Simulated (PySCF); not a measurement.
States of one metal complex from SC-NEVPT2 in the d shell, PySCF, above the ground state:

```
2S+1  degeneracy  energy / cm⁻¹  f (electric dipole)
   5           1              0                    –
   5           1            121                    0
   5           1           1751                    0
   5           1           3897                    0
   5           1           6155                    0
   3           1          19625                    –
   3           1          19659                    –
   3           1          19981                    –
   3           1          20151                    –
   3           1          20463                    –
   3           1          20593                    –
   3           1          20630                    –
```

Q: Which of these complexes, all computed at model or optimised geometries, gave the data?
A. [MnBr4]- (d4, tetrahedral)
B. Fe(SH)2 (d6, linear)
C. [CrBr4]2- (d4, distorted tetrahedral)
D. [Co(H2O)3]3+ (d6, trigonal planar)

A: B. Fe(SH)2 (d6, linear) has 5Ag, then 5Bg at 121, 5Ag at 1751 cm⁻¹ (NEVPT2). The others: [Co(H2O)3]3+ (d6, trigonal planar) has 5A1', then 5E'' at 2441, 5E' at 9034 cm⁻¹ (NEVPT2); [CrBr4]2- (d4, distorted tetrahedral) has 5B2, then 5B1 at 7935, 5E at 8228 cm⁻¹ (NEVPT2); [MnBr4]- (d4, tetrahedral) has 5T2, then 5E at 8323, 3T1 at 13790 cm⁻¹ (NEVPT2).

On Fe(SH)2: 5Bg (121 cm⁻¹) lies within 300 cm⁻¹ of 5Ag at NEVPT2 level, inside the method's error: their order is undecided. NEVPT2 lifts 5Bg from 4507 to 6155 cm⁻¹; on the d shell alone such lifts tend to overshoot.
